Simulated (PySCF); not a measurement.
C7H12SSi.
Atom-mapped SMILES: `[CH:1]#[C:2]/[C:3]([CH2:4][CH3:5])=[C:6](\[CH3:7])[S:8][SiH3:9]` (hydrogens: H10 on C1; H11, H12 on C4; H13, H14, H15 on C5; H16, H17, H18 on C7; H19, H20, H21 on Si9)

The same species was optimised twice, with GFN2-xTB and with PBE0-D3(BJ)/def2-SVP (PySCF), and the same property calculations (PySCF, gas phase) were run on both structures.

| coordinate | GFN2-xTB | PBE0-D3(BJ)/def2-SVP | change |
| --- | --- | --- | --- |
| C3=C6 (Å) | 1.342 | 1.359 | +0.017 |
| C1≡C2 (Å) | 1.202 | 1.215 | +0.013 |
| C2–C3 (Å) | 1.414 | 1.428 | +0.014 |
| S8–Si9 (Å) | 2.147 | 2.154 | +0.007 |
| C3–C4 (Å) | 1.504 | 1.510 | +0.006 |
| C4–C5 (Å) | 1.528 | 1.525 | -0.003 |
| C6–S8 (Å) | 1.779 | 1.781 | +0.002 |
| C6–C7 (Å) | 1.494 | 1.494 | 0.000 |
| C3–C4–C5 (°) | 110.5 | 112.6 | +2.1 |
| C3–C6–S8 (°) | 119.8 | 118.4 | -1.4 |
| C7–C6–S8 (°) | 116.2 | 117.6 | +1.4 |
| C6–S8–Si9 (°) | 104.2 | 103.1 | -1.1 |
| C2–C3–C4 (°) | 115.1 | 115.8 | +0.7 |
| C2–C3–C6 (°) | 120.5 | 120.0 | -0.5 |
| C1–C2–C3 (°) | 176.6 | 176.8 | +0.2 |
| C4–C3–C6 (°) | 124.3 | 124.2 | -0.1 |
| C2–C3–C4–C5 (°) | 86 | 83 | -3 |
| C3–C6–S8–Si9 (°) | -137 | -141 | -4 |

Rotational constants: A = 1864, B = 705.4, C = 555.3 MHz (GFN2-xTB) against A = 1850, B = 699.6, C = 545.9 MHz (PBE0-D3(BJ)/def2-SVP). Point groups within 0.08 Å: C1 and C1.

On the GFN2-xTB structure: HOMO (eV) -6.33 [PBE0/pcSseg-1]; LUMO (eV) -0.80 [PBE0/pcSseg-1]; dipole (D) 1.39 [PBE0/pcSseg-1]; GIAO shielding of C1 (ppm) 94.7 [PBE0/pcSseg-1]; GIAO shielding of C2 (ppm) 99.4 [PBE0/pcSseg-1]; GIAO shielding of C3 (ppm) 54.6 [PBE0/pcSseg-1]; GIAO shielding of C4 (ppm) 152.8 [PBE0/pcSseg-1]; GIAO shielding of C5 (ppm) 171.0 [PBE0/pcSseg-1]; GIAO shielding of C6 (ppm) 38.4 [PBE0/pcSseg-1]; GIAO shielding of C7 (ppm) 158.6 [PBE0/pcSseg-1]; GIAO shielding of S8 (ppm) 602.4 [PBE0/pcSseg-1].

Problem. What do these properties become on the PBE0-D3(BJ)/def2-SVP structure?

Solution. 
| property | level | on GFN2-xTB | on PBE0-D3(BJ)/def2-SVP | change |
| --- | --- | --- | --- | --- |
| HOMO (eV) | PBE0/pcSseg-1 | -6.33 | -6.36 | -0.03 |
| LUMO (eV) | PBE0/pcSseg-1 | -0.80 | -0.92 | -0.12 |
| dipole (D) | PBE0/pcSseg-1 | 1.39 | 1.11 | -0.28 |
| energy, GFN2-xTB geometry as zero (kcal/mol) | PBE0/pcSseg-1 | 0.0 | -1.7 | -1.7 |
| GIAO shielding of C1 (ppm) | PBE0/pcSseg-1 | 94.7 | 92.3 | -2.4 |
| GIAO shielding of C2 (ppm) | PBE0/pcSseg-1 | 99.4 | 98.7 | -0.7 |
| GIAO shielding of C3 (ppm) | PBE0/pcSseg-1 | 54.6 | 51.4 | -3.2 |
| GIAO shielding of C4 (ppm) | PBE0/pcSseg-1 | 152.8 | 152.0 | -0.8 |
| GIAO shielding of C5 (ppm) | PBE0/pcSseg-1 | 171.0 | 169.9 | -1.1 |
| GIAO shielding of C6 (ppm) | PBE0/pcSseg-1 | 38.4 | 35.5 | -2.9 |
| GIAO shielding of C7 (ppm) | PBE0/pcSseg-1 | 158.6 | 157.1 | -1.5 |
| GIAO shielding of S8 (ppm) | PBE0/pcSseg-1 | 602.4 | 590.8 | -11.6 |

The heavy atoms differ by 0.047 Å rms after alignment. Among bonds between heavy atoms C3=C6 changes most (+0.017 Å). Changes are differences of the printed values. Neither structure is proved a minimum here.

Conformer computed: `[CH:1]#[C:2]/[C:3]([CH2:4][CH3:5])=[C:6](\[CH3:7])[S:8][SiH3:9]`: C2–C3–C4–C5 83°, C3–C6–S8–Si9 -141°.
